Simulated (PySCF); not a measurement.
A geometry optimisation, step by step.

Species: ZrMe2Cl2, C₂H₆Cl₂Zr (singlet state).
Bonds: Zr1–C2, Zr1–C6, Zr1–Cl10, Zr1–Cl11. Hydrogens: H3, H4, H5 on C2; H7, H8, H9 on C6.

Method: PBE0-D3(BJ)/def2-SVP geometry optimisation, gas phase, def2 core potentials past Kr in PySCF 2.14.0; density fitting, grid level 1; the optimiser is geomeTRIC in internal coordinates, started from a GFN2-xTB structure with every atom displaced at random (about 0.03 Å). 8 of its 11 geometries are shown. The frame can shift and turn from step to step; on so coarse a grid that alone can change the energy by a few meV, and forces under 0.02 eV/Å are noise.

Step 0: E = -28481.3927 eV, largest atomic force 2.021 eV/Å
```
atom  x, y, z in Å  |  force x, y, z in eV/Å
Zr1    -0.590   -0.075   -0.446   -0.672   1.599   0.278
C2     -0.669   -0.028    1.749    0.359   1.251   0.641
H3     -1.762    0.060    2.073    1.259   0.064  -0.123
H4      0.006    0.832    2.191   -1.387  -1.304  -0.677
H5     -0.248   -0.967    2.146   -0.082  -0.155   0.152
C6      1.425    0.030   -1.209    1.455  -0.440   0.495
H7      1.439   -0.099   -2.303    0.011   0.236  -0.147
H8      2.096   -0.795   -0.820   -0.538   0.417  -0.134
H9      1.960    0.973   -0.918   -0.386  -0.324  -0.318
Cl10   -1.778    1.844   -1.207    0.356  -0.295   0.175
Cl11   -1.780   -1.860   -1.224   -0.376  -1.049  -0.342
```

Step 1: E = -28481.6296 eV, largest atomic force 0.424 eV/Å
```
atom  x, y, z in Å  |  force x, y, z in eV/Å
Zr1    -0.635   -0.041   -0.457   -0.213  -0.008  -0.213
C2     -0.666   -0.023    1.739    0.275  -0.260  -0.192
H3     -1.700    0.082    2.100   -0.085   0.049   0.107
H4     -0.051    0.793    2.149   -0.014   0.183   0.048
H5     -0.250   -0.965    2.145   -0.082  -0.010  -0.024
C6      1.446    0.030   -1.195    0.056  -0.245   0.187
H7      1.483   -0.077   -2.295   -0.035   0.103   0.005
H8      2.070   -0.792   -0.786   -0.134  -0.005   0.037
H9      1.960    0.967   -0.915   -0.079   0.086  -0.058
Cl10   -1.761    1.873   -1.202    0.093   0.087   0.031
Cl11   -1.798   -1.933   -1.251    0.217   0.022   0.072
```

Step 3: E = -28481.6827 eV, largest atomic force 0.197 eV/Å
```
atom  x, y, z in Å  |  force x, y, z in eV/Å
Zr1    -0.704   -0.001   -0.533   -0.093  -0.004   0.060
C2     -0.646   -0.044    1.660   -0.107   0.069   0.042
H3     -1.655    0.058    2.101   -0.008  -0.026  -0.042
H4     -0.039    0.794    2.056    0.035  -0.069  -0.049
H5     -0.219   -0.993    2.032    0.043   0.017  -0.012
C6      1.404    0.018   -1.096   -0.076   0.130  -0.127
H7      1.516   -0.060   -2.192    0.026  -0.070   0.014
H8      1.936   -0.825   -0.624    0.061  -0.023   0.015
H9      1.878    0.966   -0.787    0.032  -0.029   0.078
Cl10   -1.716    1.996   -1.256    0.052   0.016   0.015
Cl11   -1.658   -1.995   -1.331    0.037  -0.012   0.007
```

Step 4: E = -28481.6860 eV, largest atomic force 0.148 eV/Å
```
atom  x, y, z in Å  |  force x, y, z in eV/Å
Zr1    -0.714    0.005   -0.540   -0.013  -0.017  -0.006
C2     -0.655   -0.047    1.646   -0.119   0.036   0.082
H3     -1.663    0.051    2.091    0.007  -0.018  -0.029
H4     -0.045    0.788    2.037    0.033  -0.023  -0.023
H5     -0.222   -0.996    2.011    0.028   0.004  -0.011
C6      1.401    0.020   -1.080   -0.051   0.090  -0.083
H7      1.530   -0.062   -2.175    0.022  -0.040   0.014
H8      1.924   -0.826   -0.601    0.030  -0.005   0.005
H9      1.875    0.964   -0.757    0.022  -0.028   0.043
Cl10   -1.698    2.018   -1.258    0.032   0.028   0.006
Cl11   -1.635   -2.001   -1.341    0.007  -0.026   0.002
```

Step 6: E = -28481.6880 eV, largest atomic force 0.060 eV/Å
```
atom  x, y, z in Å  |  force x, y, z in eV/Å
Zr1    -0.713    0.011   -0.558    0.049  -0.011  -0.021
C2     -0.710   -0.051    1.628    0.008  -0.012  -0.017
H3     -1.724    0.042    2.056    0.002   0.009   0.014
H4     -0.092    0.778    2.019   -0.027   0.020   0.015
H5     -0.271   -1.000    1.987   -0.020  -0.009  -0.003
C6      1.413    0.023   -1.055    0.026  -0.035   0.041
H7      1.583   -0.065   -2.143   -0.001   0.029  -0.002
H8      1.918   -0.830   -0.564   -0.023   0.001  -0.001
H9      1.891    0.953   -0.699   -0.004   0.008  -0.026
Cl10   -1.609    2.066   -1.270    0.013  -0.003   0.001
Cl11   -1.587   -2.013   -1.370   -0.022   0.002  -0.001
```

Step 7: E = -28481.6884 eV, largest atomic force 0.051 eV/Å
```
atom  x, y, z in Å  |  force x, y, z in eV/Å
Zr1    -0.708    0.010   -0.558    0.031  -0.013  -0.015
C2     -0.717   -0.051    1.629    0.015  -0.005  -0.017
H3     -1.732    0.044    2.053   -0.002   0.006   0.008
H4     -0.100    0.778    2.023   -0.023   0.012   0.011
H5     -0.282   -1.000    1.989   -0.017  -0.005  -0.002
C6      1.418    0.022   -1.055    0.023  -0.028   0.036
H7      1.587   -0.064   -2.143   -0.002   0.022  -0.001
H8      1.922   -0.831   -0.565   -0.013  -0.003   0.001
H9      1.896    0.953   -0.700   -0.003   0.007  -0.017
Cl10   -1.597    2.067   -1.272    0.010   0.000  -0.001
Cl11   -1.588   -2.012   -1.370   -0.018   0.008  -0.004
```

Step 9: E = -28481.6889 eV, largest atomic force 0.030 eV/Å
```
atom  x, y, z in Å  |  force x, y, z in eV/Å
Zr1    -0.696    0.009   -0.560    0.001  -0.008  -0.003
C2     -0.733   -0.049    1.627    0.015   0.006  -0.005
H3     -1.753    0.051    2.040   -0.008  -0.001  -0.007
H4     -0.119    0.776    2.032   -0.011  -0.001   0.003
H5     -0.309   -1.002    1.993   -0.009   0.000   0.001
C6      1.430    0.018   -1.050    0.010  -0.015   0.025
H7      1.599   -0.064   -2.139    0.000   0.005   0.001
H8      1.932   -0.837   -0.561    0.006  -0.005   0.000
H9      1.907    0.949   -0.696    0.001   0.001   0.000
Cl10   -1.567    2.070   -1.278    0.007   0.003  -0.001
Cl11   -1.594   -2.006   -1.376   -0.012   0.014  -0.013
```

Step 10: E = -28481.6890 eV, largest atomic force 0.025 eV/Å
```
atom  x, y, z in Å  |  force x, y, z in eV/Å
Zr1    -0.693    0.009   -0.561   -0.003  -0.007   0.000
C2     -0.738   -0.049    1.625    0.013   0.007  -0.001
H3     -1.759    0.053    2.034   -0.008  -0.002  -0.010
H4     -0.125    0.776    2.034   -0.008  -0.002   0.000
H5     -0.318   -1.003    1.994   -0.007   0.001   0.001
C6      1.435    0.015   -1.047    0.006  -0.013   0.021
H7      1.603   -0.065   -2.135    0.002   0.001   0.002
H8      1.936   -0.840   -0.558    0.008  -0.005   0.000
H9      1.911    0.947   -0.692    0.002  -0.001   0.003
Cl10   -1.557    2.072   -1.280    0.006   0.005  -0.001
Cl11   -1.597   -2.002   -1.381   -0.011   0.016  -0.015
```

**Question.** Summarise the path.

**Answer.** The energy falls by 28.59 kJ/mol from step 0 to step 10; nine tenths of that is first reached at step 2. It falls at every step. The largest force goes from 2.021 to 0.025 eV/Å. Among the bonds C2–H4 changes most, from 1.179 to 1.106 Å; the atoms move by 0.165 Å rms after alignment.

What follows is the cost of the whole optimisation. Hardware: an Arm Neoverse V1 with one thread, shared host with 32 logical CPUs at a one-minute load of 21. Cost: 95 s wall, 0.47 GiB resident at most.
